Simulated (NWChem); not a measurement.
Species: CH$_{5}$FO$_{2}$Si; SMILES C(F)[SiH](O)O

```xyz
10

O      1.4980    -0.7043    -0.4674
Si     0.0371    -0.4295     0.2727
O     -1.0228    -1.6059    -0.2069
C     -0.7611     1.1788    -0.2941
F      0.0127     2.2377     0.1545
H      2.2878    -0.4170    -0.0016
H      0.2526    -0.3905     1.7513
H     -0.7159    -2.5165    -0.1753
H     -0.8304     1.2201    -1.3957
H     -1.7862     1.2854     0.1034
```
Atoms are numbered in this order, from 1.

Program: NWChem. Pople sets run with spherical d functions. STO-3G and 3-21G are far too small for this property and stand as cheap habits. All runs use the structure optimised with PBE0/def2-SVP. GIAO values for the isolated, static molecule; σ is the absolute isotropic shielding, δ = σ(reference) − σ with the isolated reference molecule computed at the same levels (13C: tetramethylsilane, 19F: trichlorofluoromethane, 1H: tetramethylsilane, 17O: water, 29Si: tetramethylsilane).

| level | δ O1 (ppm) | δ Si2 (ppm) | δ O3 (ppm) | δ C4 (ppm) | δ F5 (ppm) | δ H6 (ppm) | δ H8 (ppm) | relative time |
|---|---|---|---|---|---|---|---|---|
| B3LYP/6-31G* | 39.2 | -9.1 | 32.0 | 71.9 | -291.8 | 1.57 | 1.39 | 10 |
| KT2/pcSseg-1 | 57.2 | -16.9 | 49.3 | 77.4 | -337.5 | 1.78 | 1.55 | 10 |
| Hartree-Fock/STO-3G | -84.1 | -7.5 | -87.1 | 44.6 | -110.2 | -3.16 | -3.02 | 1 |

Relative times are rough (shared machine, one core).
